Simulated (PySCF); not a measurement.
C2H9FSi2, singlet, at a GFN2-xTB geometry, with bond 7-1 at 1.8 times its length; CASSCF(10,9)/STO-3G run with PySCF.

PySCF was given this input:
```python
from pyscf import gto, scf, mcscf
import numpy

mol = gto.Mole()
mol.atom = '''
    Si   -1.258520    0.725858    0.081656
    F    -2.713013    0.614792   -0.614827
    C    -0.265489   -0.810571   -0.391493
    Si    1.447966   -0.971777    0.421251
    C     2.506026    0.540356   -0.013520
    H    -0.708434    1.958497   -0.466050
    H    -1.788967    0.857755    2.644883
    H    -0.849499   -1.696300   -0.138929
    H    -0.145487   -0.833036   -1.475753
    H     2.100407   -2.194270   -0.072810
    H     1.296474   -1.067265    1.879599
    H     2.074529    1.452187    0.389219
    H     3.509226    0.444983    0.390370
    H     2.597644    0.667108   -1.088485
'''
mol.basis = 'sto-3g'
mol.charge = 0
mol.spin = 0
mol.verbose = 4
mol.build()

mf = scf.RHF(mol)
mf.kernel()
mc = mcscf.CASSCF(mf, 9, 10)
mc.fix_spin_(ss=0.0)
mc.kernel()
occ = numpy.linalg.eigvalsh(mc.fcisolver.make_rdm1(mc.ci, mc.ncas, mc.nelecas))[::-1]
ss = mc.fcisolver.spin_square(mc.ci, mc.ncas, mc.nelecas)[0]
print('natural occupations', occ.round(4), ' <S^2>', round(ss, 4))
```

Question: What does PySCF print? Leave out banner, timings and long lists.

Answer: 
```
PySCF version 2.14.0

[INPUT] verbose = 4
[INPUT] num. atoms = 14
[INPUT] num. electrons = 58
[INPUT] charge = 0
[INPUT] spin (= nelec alpha-beta = 2S) = 0
[INPUT] symmetry False subgroup None
[INPUT] Mole.unit = angstrom
[INPUT] Symbol           X                Y                Z      unit          X                Y                Z       unit  Magmom
[...]
nuclear repulsion = 287.50073405866
number of shells = 28
number of NR pGTOs = 126
number of NR cGTOs = 42
basis = sto-3g
ecp = {}

******** <class 'pyscf.scf.hf.RHF'> ********
method = RHF
initial guess = minao
damping factor = 0
level_shift factor = 0
DIIS = <class 'pyscf.scf.diis.CDIIS'>
diis_start_cycle = 1
diis_space = 8
diis_damp = 0
SCF conv_tol = 1e-09
SCF conv_tol_grad = None
SCF max_cycles = 50
direct_scf = True
direct_scf_tol = 1e-13
Set gradient conv threshold to 3.16228e-05
Initial guess from minao.
init E= -748.778448861564
[...]
cycle= 1 E= -749.028970553889  delta_E= -0.251  |g|= 0.395  |ddm|= 4.05
[...]
cycle= 2 E= -749.11204633874  delta_E= -0.0831  |g|= 0.138  |ddm|= 1.02
[...]
cycle= 3 E= -749.121603382455  delta_E= -0.00956  |g|= 0.0355  |ddm|= 0.328
[...]
cycle= 4 E= -749.122507214493  delta_E= -0.000904  |g|= 0.0107  |ddm|= 0.0971
[...]
cycle= 5 E= -749.122595680027  delta_E= -8.85e-05  |g|= 0.00278  |ddm|= 0.0301
[...]
cycle= 6 E= -749.122603777967  delta_E= -8.1e-06  |g|= 0.000622  |ddm|= 0.00955
[...]
cycle= 7 E= -749.122604110246  delta_E= -3.32e-07  |g|= 0.00013  |ddm|= 0.00199
[...]
cycle= 8 E= -749.122604124094  delta_E= -1.38e-08  |g|= 2.24e-05  |ddm|= 0.000382
[...]
cycle= 9 E= -749.122604124552  delta_E= -4.58e-10  |g|= 4.74e-06  |ddm|= 7.3e-05
[...]
Extra cycle  E= -749.12260412457  delta_E= -1.82e-11  |g|= 2.22e-06  |ddm|= 1.06e-05
converged SCF energy = -749.12260412457

******** <class 'pyscf.mcscf.mc1step.CASSCF'> ********
CAS (5e+5e, 9o), ncore = 24, nvir = 9
max_cycle_macro = 50
max_cycle_micro = 4
conv_tol = 1e-07
conv_tol_grad = None
orbital rotation max_stepsize = 0.02
orbital rotation threshold for CI restart = 0.01
augmented hessian ah_max_cycle = 30
augmented hessian ah_conv_tol = 1e-12
augmented hessian ah_linear dependence = 1e-14
augmented hessian ah_level shift = 1e-08
augmented hessian ah_start_tol = 2.5
augmented hessian ah_start_cycle = 3
augmented hessian ah_grad_trust_region = 3
kf_trust_region = 3
kf_interval = 4
ci_response_space = 4
ci_grad_trust_region = 3
with_dep4 0
natorb = False
canonicalization = True
sorting_mo_energy = False
ao2mo_level = 2
internal_rotation = False
******** <class 'pyscf.fci.addons.SpinPenaltyFCISolver'> ********
max. cycles = 50
conv_tol = 1e-08
davidson only = True
linear dependence = 1e-12
level shift = 0.001
max iter space = 12
nroots = 1
pspace_size = 400
spin = None
CASCI E = -749.222900623953  S^2 = 0.0000000
Set conv_tol_grad to 0.000316228
macro iter   1 ( 21 JK    4 micro), CASSCF E = -749.240034682218  dE = -1.71340583e-02  S^2 = 0.0000000
               |grad[o]|=0.0507  |grad[c]|=0.0334  |ddm|=0.0896  |maxRot[o]|=0.309
macro iter   2 ( 21 JK    4 micro), CASSCF E = -749.253749694997  dE = -1.37150128e-02  S^2 = 0.0000000
               |grad[o]|=0.0296  |grad[c]|=0.0192  |ddm|=0.0396  |maxRot[o]|=0.312
macro iter   3 ( 21 JK    4 micro), CASSCF E = -749.260510332998  dE = -6.76063800e-03  S^2 = 0.0000000
               |grad[o]|=0.0208  |grad[c]|=0.0134  |ddm|=0.0198  |maxRot[o]|=0.208
macro iter   4 ( 21 JK    4 micro), CASSCF E = -749.263680811127  dE = -3.17047813e-03  S^2 = 0.0000000
               |grad[o]|=0.0135  |grad[c]|=0.00551  |ddm|=0.0142  |maxRot[o]|=0.204
macro iter   5 ( 20 JK    4 micro), CASSCF E = -749.264664168536  dE = -9.83357409e-04  S^2 = 0.0000000
               |grad[o]|=0.00754  |grad[c]|=0.00783  |ddm|=0.00286  |maxRot[o]|=0.063
macro iter   6 (  7 JK    2 micro), CASSCF E = -749.264868234402  dE = -2.04065866e-04  S^2 = 0.0000000
               |grad[o]|=0.00375  |grad[c]|=0.000971  |ddm|=0.00197  |maxRot[o]|=0.063
[...]
               |grad[o]|=0.00129  |grad[c]|=0.00441  |ddm|=0.00306  |maxRot[o]|=0.0699
macro iter   8 (  7 JK    2 micro), CASSCF E = -749.264915121943  dE = -2.55535416e-05  S^2 = 0.0000000
               |grad[o]|=0.00112  |grad[c]|=0.00368  |ddm|=0.00174  |maxRot[o]|=0.0699
macro iter   9 (  7 JK    2 micro), CASSCF E = -749.264945904039  dE = -3.07820957e-05  S^2 = 0.0000000
               |grad[o]|=0.00102  |grad[c]|=0.000689  |ddm|=0.000832  |maxRot[o]|=0.0699
macro iter  10 (  7 JK    2 micro), CASSCF E = -749.264984958016  dE = -3.90539767e-05  S^2 = 0.0000000
               |grad[o]|=0.000961  |grad[c]|=0.00102  |ddm|=0.000396  |maxRot[o]|=0.0699
macro iter  11 (  7 JK    2 micro), CASSCF E = -749.265034382266  dE = -4.94242502e-05  S^2 = 0.0000000
               |grad[o]|=0.000933  |grad[c]|=0.00175  |ddm|=0.000401  |maxRot[o]|=0.0699
macro iter  12 (  7 JK    2 micro), CASSCF E = -749.265094958328  dE = -6.05760617e-05  S^2 = 0.0000000
               |grad[o]|=0.000939  |grad[c]|=0.00214  |ddm|=0.00051  |maxRot[o]|=0.0699
macro iter  13 (  7 JK    2 micro), CASSCF E = -749.265166924673  dE = -7.19663452e-05  S^2 = 0.0000000
               |grad[o]|=0.000964  |grad[c]|=0.00232  |ddm|=0.000585  |maxRot[o]|=0.0699
macro iter  14 (  7 JK    2 micro), CASSCF E = -749.265249577806  dE = -8.26531332e-05  S^2 = 0.0000000
               |grad[o]|=0.001  |grad[c]|=0.00233  |ddm|=0.000645  |maxRot[o]|=0.0699
macro iter  15 (  7 JK    2 micro), CASSCF E = -749.265341179483  dE = -9.16016769e-05  S^2 = 0.0000000
               |grad[o]|=0.00103  |grad[c]|=0.00223  |ddm|=0.000684  |maxRot[o]|=0.0699
macro iter  16 (  7 JK    2 micro), CASSCF E = -749.265438697683  dE = -9.75182001e-05  S^2 = 0.0000000
               |grad[o]|=0.00106  |grad[c]|=0.00204  |ddm|=0.000706  |maxRot[o]|=0.0699
macro iter  17 (  7 JK    2 micro), CASSCF E = -749.265537869180  dE = -9.91714966e-05  S^2 = 0.0000000
               |grad[o]|=0.00106  |grad[c]|=0.00174  |ddm|=0.000702  |maxRot[o]|=0.0699
macro iter  18 (  7 JK    2 micro), CASSCF E = -749.265633591721  dE = -9.57225415e-05  S^2 = 0.0000000
               |grad[o]|=0.00103  |grad[c]|=0.00135  |ddm|=0.000676  |maxRot[o]|=0.0699
macro iter  19 (  7 JK    2 micro), CASSCF E = -749.265720277248  dE = -8.66855266e-05  S^2 = 0.0000000
               |grad[o]|=0.000954  |grad[c]|=0.000851  |ddm|=0.00062  |maxRot[o]|=0.0699
macro iter  20 (  7 JK    2 micro), CASSCF E = -749.265792417875  dE = -7.21406273e-05  S^2 = 0.0000000
               |grad[o]|=0.000838  |grad[c]|=0.00032  |ddm|=0.000536  |maxRot[o]|=0.0699
macro iter  21 (  7 JK    2 micro), CASSCF E = -749.265845179902  dE = -5.27620276e-05  S^2 = 0.0000000
               |grad[o]|=0.000676  |grad[c]|=0.000551  |ddm|=0.000426  |maxRot[o]|=0.0699
macro iter  22 (  7 JK    2 micro), CASSCF E = -749.265874821807  dE = -2.96419047e-05  S^2 = 0.0000000
               |grad[o]|=0.000467  |grad[c]|=0.00111  |ddm|=0.000316  |maxRot[o]|=0.0699
macro iter  23 (  4 JK    1 micro), CASSCF E = -749.265880412766  dE = -5.59095906e-06  S^2 = 0.0000000
               |grad[o]|=0.000213  |grad[c]|=0.000796  |ddm|=9.25e-05  |maxRot[o]|= 0.04
macro iter  24 (  4 JK    1 micro), CASSCF E = -749.265880538864  dE = -1.26098143e-07  S^2 = 0.0000000
               |grad[o]|=3.99e-05  |grad[c]|=0.000192  |ddm|=2.44e-05  |maxRot[o]|=0.00418
macro iter  25 (  1 JK    1 micro), CASSCF E = -749.265880538873  dE = -8.98126018e-12  S^2 = 0.0000000
               |grad[o]|=1.31e-05  |grad[c]|=6.21e-06  |ddm|=    0  |maxRot[o]|=    0
1-step CASSCF converged in  25 macro (232 JK  57 micro) steps
CASSCF canonicalization
Density matrix diagonal elements [1.99819028 1.98177756 1.97610487 1.97438826 1.58680326 0.41508788
 0.02343196 0.02210911 0.02210682]
CASSCF energy = -749.265880538873
CASCI E = -749.265880538873  E(CI) = -16.1251185059785  S^2 = 0.0000000
natural occupations [1.9991 1.9818 1.9776 1.9741 1.5888 0.412  0.0256 0.0217 0.0194]  <S^2> 0.0
```
